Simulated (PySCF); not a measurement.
RbB at r²SCAN

Computed with r²SCAN; basis Rb def2-SVPD with ECP28, B def2-SVPD; scalar-relativistic core potentials; PySCF 2.14.

| Item | Value |
| --- | --- |
| state | ³Π (triplet), unpaired electrons σ ↑, π ↑ |
| bond length | 3.055 Å |
| harmonic wavenumber | 241 cm⁻¹ |
| force constant | 0.332 mdyn/Å |
| rotational constant Be | 0.1854 cm⁻¹ |
| anharmonicity ωexe | 2.01 cm⁻¹ |
| vibration–rotation constant αe | 0.00188 cm⁻¹ |
| well depth De to Rb + B | 1.08 eV |
| dissociation energy D0 | 1.07 eV |
| bond order (Mayer) | 0.74 |
| dipole moment (positive dipole means Rb(−)B(+)) | -8.04 D |

Spin–orbit coupling is left out. The state was picked by a PBE0 search and need not be the measured ground state.
